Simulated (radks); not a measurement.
Isoelectronic series with 20 electrons, all held in the configuration [Ar] 4s2, which need not be the ground one along the series. Calculated with a radial shooting solver on a logarithmic mesh with Libxc functionals: scalar-relativistic Kohn-Sham, PBE, spin-unpolarised, spherical densities, finite nucleus; Fermi nuclear charge, rms radius of each element as measured or else 0.836 A^(1/3) + 0.57 fm. Total energies (hartree) and mean radii <r> (bohr):

| ion | E (hartree) | 4s | 3p |
|---|---|---|---|
| Ca | -680.32405 | 4.020 | 1.271 |
| V3+ | -946.15163 | 2.335 | 0.9533 |
| Fe6+ | -1258.71105 | 1.735 | 0.7670 |
| Cu9+ | -1618.28693 | 1.396 | 0.6431 |
| Ge12+ | -2025.31178 | 1.173 | 0.5541 |
| Br15+ | -2480.31479 | 1.013 | 0.4870 |
| Sr18+ | -2983.90836 | 0.8925 | 0.4343 |
| Nb21+ | -3536.78654 | 0.7973 | 0.3918 |
| Ru24+ | -4139.72759 | 0.7204 | 0.3569 |
| Ag27+ | -4793.60494 | 0.6567 | 0.3275 |
| Sn30+ | -5499.37857 | 0.6031 | 0.3025 |
| I33+ | -6258.11737 | 0.5572 | 0.2809 |
| Ba36+ | -7071.0007 | 0.5175 | 0.2621 |
| Pr39+ | -7939.3342 | 0.4828 | 0.2456 |
| Sm42+ | -8864.5187 | 0.4521 | 0.2309 |
| Tb45+ | -9848.2173 | 0.4247 | 0.2178 |
| Er48+ | -10892.0550 | 0.4002 | 0.2060 |
